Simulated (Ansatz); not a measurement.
Al2Sb2⁺, 4 atoms. Hardware: 4 threads of Arm Neoverse V2 on a shared host.

In the def2 sets Sb takes a core potential; there is no spin–orbit coupling.

How many basis functions does each of these Ansatz runs have, and roughly what does it cost? PBE with 15 % exact exchange/def2-SVP, charge 1 doublet, energy, from earlier orbitals; PBE0-D4/def2-SVP, charge 1 doublet, energy, from earlier orbitals; PBE-D4/def2-TZVP, charge 0 triplet at the geometry of the charge 1 doublet, energy, from earlier orbitals; PBE0-D4/def2-TZVP, charge 0 singlet at the geometry of the charge 1 doublet, energy; PBE-D4/def2-SVP, charge 1 doublet, relaxation, 13 steps; r2SCAN-D4/def2-TZVP, charge 0 triplet at the geometry of the charge 1 doublet, energy, from earlier orbitals; PBE0-D4/def2-TZVP, charge 1 quartet, energy, from earlier orbitals; r2SCAN-D4/def2-TZVP, charge 1 quartet, energy, from earlier orbitals; PBE with 40 % exact exchange/def2-SVP, charge 1 doublet, energy, from earlier orbitals; PBE-D4/def2-SVP, charge 1 quartet, relaxation, 5 steps; PBE with 10 % exact exchange/def2-SVP, charge 1 doublet, energy, from earlier orbitals; r2SCAN-D4/def2-TZVP, charge 0 singlet at the geometry of the charge 1 doublet, energy, from earlier orbitals.

Other jobs shared the machine, so times can vary by a factor of up to 3. A dash marks memory too small to be measured apart from the calling script's.

```csv
run,functions,fitting or Cholesky vectors,wall time,peak host memory (GiB)
"PBE with 10 % exact exchange/def2-SVP, charge 1 doublet, energy, from earlier orbitals",88,984,2.6 s,–
"PBE with 15 % exact exchange/def2-SVP, charge 1 doublet, energy, from earlier orbitals",88,984,2.7 s,–
"PBE0-D4/def2-TZVP, charge 0 singlet at the geometry of the charge 1 doublet, energy",174,1440,2.8 s,–
"PBE0-D4/def2-SVP, charge 1 doublet, energy, from earlier orbitals",88,984,3.6 s,–
"PBE-D4/def2-TZVP, charge 0 triplet at the geometry of the charge 1 doublet, energy, from earlier orbitals",174,1284,3.7 s,–
"r2SCAN-D4/def2-TZVP, charge 0 singlet at the geometry of the charge 1 doublet, energy, from earlier orbitals",174,1284,4.3 s,–
"PBE with 40 % exact exchange/def2-SVP, charge 1 doublet, energy, from earlier orbitals",88,984,4.6 s,–
"PBE-D4/def2-SVP, charge 1 quartet, relaxation, 5 steps",88,1018,7.5 s,–
"PBE0-D4/def2-TZVP, charge 1 quartet, energy, from earlier orbitals",174,1440,8.5 s,0.67
"r2SCAN-D4/def2-TZVP, charge 0 triplet at the geometry of the charge 1 doublet, energy, from earlier orbitals",174,1284,11 s,–
"r2SCAN-D4/def2-TZVP, charge 1 quartet, energy, from earlier orbitals",174,1284,21 s,–
"PBE-D4/def2-SVP, charge 1 doublet, relaxation, 13 steps",88,1018,21 s,–
```
